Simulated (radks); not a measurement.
Question: Species: Cd. Configuration: [Kr] 4d10 5s2. All-electron calculation, scalar-relativistic Kohn-Sham, PBEsol, spin-polarised, spherical densities, finite nucleus; Fermi nuclear charge, rms radius 4.6087 fm; hard spherical wall at 6 bohr. Program: a radial shooting solver on a logarithmic mesh with Libxc functionals. Some entries of the table are withheld. Estimate them.

orbital  occ.  eigenvalue (eV)  <r^2> (bohr^2)
1s          2              (1)        0.001251
2s          2        -3935.224             (2)
2p          6              (3)         0.01612
3s          2        -732.5671          0.1470
3p          6        -600.2106          0.1482
3d         10        -392.8720             (4)
4s          2        -105.0240          0.8757
4p          6         -66.1146           1.057
4d         10         -10.9761           2.041
5s          2          -4.8872           8.018
5p          0           0.7404           10.74
6s          0          10.8874           14.95
4f          0          13.5070           15.30

Answer: 
(1) 1s eigenvalue (eV): -26509.02
(2) 2s <r^2> (bohr^2): 0.02045
(3) 2p eigenvalue (eV): -3531.741
(4) 3d <r^2> (bohr^2): 0.1334
